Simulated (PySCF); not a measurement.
A GIAO shielding run with PySCF (density fitting, non-relativistic, gas phase) on `CC[SiH](CC)CC`, C6H16Si:

```
{"job": {"kind": "nmr", "xc": "PBE0", "basis": "pcSseg-1"}, "charge": 0, "multiplicity": 1}
C     -1.595203    -1.315202     0.904329
C     -0.461451    -0.442512     1.436610
Si     0.546179     0.431569     0.066500
C     -0.576897     1.578701    -0.965753
C     -1.260655     2.652942    -0.128602
C      1.350584    -0.849181    -1.097848
C      2.282814    -1.811478    -0.371634
H     -2.135363    -1.789027     1.723046
H     -2.303016    -0.720683     0.331123
H     -1.207785    -2.098324     0.256517
H      0.205622    -1.059114     2.041018
H     -0.878084     0.304669     2.113858
H      1.600766     1.233438     0.719042
H      0.014702     2.062143    -1.744565
H     -1.340632     0.994111    -1.481674
H     -1.905707     2.202209     0.621421
H     -1.869405     3.306679    -0.751526
H     -0.522018     3.263405     0.384889
H      1.915038    -0.330629    -1.874179
H      0.580757    -1.425324    -1.614337
H      2.746047    -2.508976    -1.067984
H      1.736609    -2.387209     0.371248
H      3.072348    -1.265224     0.138579
```

Hardware: 1 thread of an Arm Neoverse V1, shared host. The job also computes population analyses, field gradients.

Question: How large is the calculation?

Answer: 66 electrons, 206 basis functions and 1087 auxiliary functions.

Question: How long does it take?

Answer: 41 s of wall time, with 12 SCF cycles and 4 response iterations. Times on a shared host scatter by some tens of per cent.
